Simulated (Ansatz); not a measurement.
Ansatz results at the PBE0-D4/def2-TZVP geometry: HOMO energy (B3LYP/def2-TZVPP) -6.48 eV; size of the dipole moment (ωB97M-V/def2-TZVPP) 1.03 D; HOMO energy (PBE0/def2-TZVPP) -6.69 eV.

Each molecule was computed in one conformer, which needn't be the lowest.

(1) Which molecule gave them?
A. `F[Si]1([SiH3])[CH2][AlH]1`
B. `C[SiH2]N[PH][AlH2]`
C. `C=N/C(O)=N\C`
D. `N#CC(N)(F)[SiH3]`

Answers

(1) B. The others give `F[Si]1([SiH3])[CH2][AlH]1`: -6.06, 2.04, -6.23; `C=N/C(O)=N\C`: -7.24, 1.50, -7.45; `N#CC(N)(F)[SiH3]`: -8.42, 3.89, -8.66.

B3LYP here is the variant with VWN-RPA as its local correlation; programs differ in this.
